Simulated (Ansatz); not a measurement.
`O[SiH](O)[SiH2][SiH3]` and `N[SiH](O)O` differ in one atom or group.

Ansatz, PBE0-D4/def2-TZVP geometries, multiplicity 1. Each molecule was computed in one conformer, which needn't be the lowest.

```
                                          property  `O[SiH](O)[SiH2][SiH3]`
    size of the dipole moment (PBE/def2-TZVPP) / D                     1.26
             HOMO energy (ωB97M-V/def2-TZVPP) / eV                    -9.68
               HOMO energy (B3LYP/def2-TZVPP) / eV                    -7.49
               LUMO energy (B3LYP/def2-TZVPP) / eV                    -0.45
size of the dipole moment (ωB97M-V/def2-TZVPP) / D                     1.21
  size of the dipole moment (B3LYP/def2-TZVPP) / D                     1.19
```

Give the same properties after the change, and the shifts. (Best estimate.)

Computed: 
```
                                          property  `N[SiH](O)O`  shift
    size of the dipole moment (PBE/def2-TZVPP) / D          2.99   1.73
             HOMO energy (ωB97M-V/def2-TZVPP) / eV        -10.16  -0.48
               HOMO energy (B3LYP/def2-TZVPP) / eV         -7.53  -0.04
               LUMO energy (B3LYP/def2-TZVPP) / eV          0.27   0.72
size of the dipole moment (ωB97M-V/def2-TZVPP) / D          3.06   1.85
  size of the dipole moment (B3LYP/def2-TZVPP) / D          3.03   1.84
```

With PBE0 the HOMO falls by 0.09 eV and the LUMO rises by 0.91 eV, so the gap widens by about 1.00 eV. PBE moves the HOMO by 0.24 eV and ωB97M-V by -0.48 eV. Dipoles are sizes alone; their direction can turn.

B3LYP here is the variant with VWN-RPA as its local correlation; programs differ in this.
